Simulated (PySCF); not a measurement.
BeH6O2Si2, SMILES [Be]([O][SiH3])[O][SiH3].

Geometry: B3LYP-D3(BJ)/def2-SVP. The structure was generated by enumeration; whether it is a known compound was not checked. The values are those of a single conformer.

Two levels are set side by side: PBE/def2-TZVP (PySCF) and ωB97X/def2-TZVP (PySCF). Same geometry, gas phase. Differences are taken from unrounded values.

```json
[
 {"quantity": "orbital gap (eV)", "ωB97X": "12.17", "PBE": "5.88", "PBE minus ωB97X": "-6.29"},
 {"quantity": "highest occupied level (eV)", "ωB97X": "-11.10", "PBE": "-7.23", "PBE minus ωB97X": "3.87"},
 {"quantity": "lowest empty level (eV)", "ωB97X": "1.06", "PBE": "-1.35", "PBE minus ωB97X": "-2.42"},
 {"quantity": "mean polarisability (bohr³)", "ωB97X": "68.4", "PBE": "73.5", "PBE minus ωB97X": "5.1"}
]
```

PBE's occupied levels lie high since its potential decays too fast outside the molecule; exact exchange lowers them and widens the gap. Loosely held outer electrons make PBE densities more polarisable. Differences between two approximate levels are no errors against the true value.

Rough cost on one machine, each run with all the roots and properties that it gave: ωB97X against PBE within a factor of 2.
